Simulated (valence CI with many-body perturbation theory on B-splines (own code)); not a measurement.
Os71+: electric-dipole lines

Calculated by valence CI with perturbative core correlation (CI+MBPT): three valence electrons over a frozen Dirac-Fock core [He], a basis of 11 s, 11 p, 9 d, 7 f, 5 g, 2 h, 1 i functions for each j, with the one-electron correlation potential Σ1 (screened to all orders), the two-electron term Σ2, the three-electron term Σ3, Breit, model QED; selected single and double excitations, second order for the rest (own B-spline code, finite nucleus).

The last digits are not significant, and no measured levels were compared; by estimate large intervals hold to a few tenths of a per cent, small ones and those within an open d or f shell to about a per cent.

Lines 201 to 250 of 294 in falling wavelength, among levels below 14296 eV, chosen from the strongest by gf and those to the six lowest levels. Wavelengths and rates use the calculated energies. Electric multipoles are in the length gauge, E1 and E2 with the static RPA response of the core. Weak lines are less certain than strong ones. Lines between different terms over intervals too small for the method are left out, as are lines whose strength nearly cancels. The highest levels of a list are the least certain.

Levels are named by their leading jj configuration (3d3/2^4 stands for four electrons in 3d with j = 3/2), which in mixed levels can hold well under half, so a name can repeat and another be missing. Letters in brackets count levels of one name in rising energy.

```tsv
λ vac (Å)	Upper	Lower	A (s⁻¹)	log gf	Branch %
1.097	(2s 2p3/2 3s) J=1/2	(2s 2p1/2 2p3/2) J=1/2	1.32e+13	-2.32	3.0
1.097	(2s 2p3/2 3s) J=3/2 [a]	(2s 2p1/2 2p3/2) J=5/2	4.77e+13	-1.46	12.3
1.097	(2s 2p3/2 3s) J=3/2 [b]	(2s 2p1/2 2p3/2) J=1/2	2.56e+13	-1.73	11.8
1.096	(2s 2p3/2 3s) J=5/2	(2s 2p1/2 2p3/2) J=3/2 [a]	4.18e+13	-1.35	18.1
1.096	(2s^2 3s) J=1/2	(2s^2 2p1/2) J=1/2	7.37e+13	-1.58	21.8
1.093	(2s 2p3/2 3s) J=3/2 [a]	(2s 2p1/2 2p3/2) J=3/2 [a]	1.28e+13	-2.04	3.3
1.072	(2p1/2 2p3/2 3p1/2) J=1/2	(2s 2p1/2 2p3/2) J=1/2	9.58e+13	-1.48	10.6
1.071	(2p1/2 2p3/2 3p1/2) J=3/2 [a]	(2s 2p1/2 2p3/2) J=1/2	2.78e+14	-0.72	30.6
1.070	(2p1/2 2p3/2 3p1/2) J=5/2	(2s 2p1/2 2p3/2) J=3/2 [b]	4.12e+14	-0.37	45.3
1.070	(2s 2p1/2 3p1/2) J=1/2 [a]	(2s^2 2p1/2) J=1/2	2.26e+14	-1.11	98.0
1.067	(2s^2 3p3/2) J=3/2	(2s 2p1/2^2) J=1/2	8.71e+12	-2.23	52.0
1.067	(2s 2p3/2 3p1/2) J=3/2 [a]	(2s^2 2p3/2) J=3/2	1.97e+14	-0.87	98.4
1.067	(2s 2p1/2 3p1/2) J=3/2	(2s^2 2p1/2) J=1/2	5.74e+14	-0.41	99.4
1.067	(2s 2p3/2 3p1/2) J=5/2	(2s^2 2p3/2) J=3/2	5.10e+14	-0.28	99.0
1.066	(2p1/2 2p3/2 3p1/2) J=3/2 [b]	(2s 2p1/2 2p3/2) J=1/2	8.51e+13	-1.24	10.5
1.065	(2p1/2^2 3p1/2) J=1/2	(2s 2p1/2^2) J=1/2	9.93e+14	-0.47	99.4
1.064	(2p1/2 2p3/2 3p1/2) J=3/2 [a]	(2s 2p1/2 2p3/2) J=5/2	1.77e+14	-0.92	19.4
1.063	(2p1/2 2p3/2 3p1/2) J=5/2	(2s 2p1/2 2p3/2) J=5/2	4.11e+14	-0.38	45.2
1.063	(2s 2p1/2 3p1/2) J=1/2 [b]	(2s^2 2p1/2) J=1/2	2.99e+14	-0.99	97.8
1.061	(2p1/2 2p3/2 3p1/2) J=1/2	(2s 2p1/2 2p3/2) J=3/2 [a]	7.11e+14	-0.62	78.6
1.061	(2p1/2 2p3/2 3p1/2) J=3/2 [a]	(2s 2p1/2 2p3/2) J=3/2 [a]	4.41e+14	-0.53	48.4
1.059	(2p1/2 2p3/2 3p1/2) J=5/2	(2s 2p1/2 2p3/2) J=3/2 [a]	7.31e+13	-1.13	8.0
1.059	(2s 2p3/2 3p1/2) J=1/2	(2s^2 2p3/2) J=3/2	4.97e+14	-0.78	95.6
1.059	(2s 2p3/2 3p1/2) J=3/2 [b]	(2s^2 2p3/2) J=3/2	3.23e+14	-0.66	93.8
1.059	(2p1/2 2p3/2 3p1/2) J=3/2 [b]	(2s 2p1/2 2p3/2) J=5/2	4.71e+14	-0.50	58.3
1.055	(2p1/2 2p3/2 3p1/2) J=3/2 [b]	(2s 2p1/2 2p3/2) J=3/2 [a]	3.39e+13	-1.64	4.2
1.049	(2p1/2 2p3/2 3d3/2) J=3/2 [a]	(2p1/2^2 2p3/2) J=3/2	2.95e+14	-0.71	47.7
1.048	(2p1/2 2p3/2 3s) J=5/2	(2s^2 2p3/2) J=3/2	3.35e+12	-2.48	1.6
1.047	(2p1/2 2p3/2 3s) J=3/2 [b]	(2s^2 2p3/2) J=3/2	1.41e+12	-3.03	0.4
1.047	(2s 2p3/2 3d3/2) J=3/2 [a]	(2s 2p1/2 2p3/2) J=1/2	3.93e+12	-2.59	0.2
1.046	(2p1/2^2 3s) J=1/2	(2s^2 2p1/2) J=1/2	8.98e+12	-2.53	3.3
1.046	(2s 2p1/2 3d3/2) J=3/2 [a]	(2s 2p1/2^2) J=1/2	2.22e+14	-0.84	43.0
1.046	(2p1/2 2p3/2 3d3/2) J=5/2 [b]	(2p1/2^2 2p3/2) J=3/2	2.14e+15	0.32	95.2
1.045	(2p1/2 2p3/2 3d3/2) J=3/2 [b]	(2p1/2^2 2p3/2) J=3/2	1.93e+15	0.10	83.3
1.044	(2p1/2 2p3/2 3d3/2) J=1/2 [b]	(2p1/2^2 2p3/2) J=3/2	2.19e+15	-0.14	88.9
1.042	(2s 2p1/2 3d3/2) J=3/2 [b]	(2s 2p1/2^2) J=1/2	2.08e+15	0.13	86.6
1.041	(2s 2p1/2 3d3/2) J=1/2	(2s 2p1/2^2) J=1/2	2.10e+15	-0.16	88.2
1.041	(2s 2p3/2 3d3/2) J=5/2 [a]	(2s 2p1/2 2p3/2) J=5/2	8.91e+14	-0.06	47.3
1.040	(2s 2p3/2 3d3/2) J=3/2 [a]	(2s 2p1/2 2p3/2) J=5/2	3.26e+14	-0.67	15.9
1.040	(2s 2p3/2 3d3/2) J=7/2	(2s 2p1/2 2p3/2) J=5/2	1.73e+15	0.35	98.2
1.039	(2s 2p3/2 3d3/2) J=3/2 [b]	(2s 2p1/2 2p3/2) J=3/2 [b]	7.54e+14	-0.31	40.9
1.039	(2s 2p3/2 3d3/2) J=3/2 [b]	(2s 2p1/2 2p3/2) J=1/2	9.10e+14	-0.23	49.4
1.039	(2s 2p3/2 3d3/2) J=5/2 [b]	(2s 2p1/2 2p3/2) J=3/2 [b]	1.67e+15	0.21	93.9
1.038	(2s 2p3/2 3d3/2) J=1/2 [b]	(2s 2p1/2 2p3/2) J=1/2	1.55e+15	-0.30	71.6
1.037	(2s 2p3/2 3d3/2) J=5/2 [a]	(2s 2p1/2 2p3/2) J=3/2 [a]	7.95e+14	-0.11	42.2
1.037	(2s^2 3d3/2) J=3/2	(2s^2 2p1/2) J=1/2	1.71e+15	0.04	84.6
1.037	(2s 2p3/2 3d3/2) J=3/2 [a]	(2s 2p1/2 2p3/2) J=3/2 [a]	1.32e+15	-0.07	64.4
1.036	(2s 2p3/2 3d3/2) J=1/2 [a]	(2s 2p1/2 2p3/2) J=3/2 [a]	1.63e+15	-0.28	89.9
1.034	(2s 2p3/2 3d5/2) J=3/2 [a]	(2s 2p1/2 2p3/2) J=1/2	3.68e+13	-1.63	2.2
1.033	(2s 2p3/2 3d3/2) J=3/2 [b]	(2s 2p1/2 2p3/2) J=5/2	4.90e+12	-2.50	0.3
```
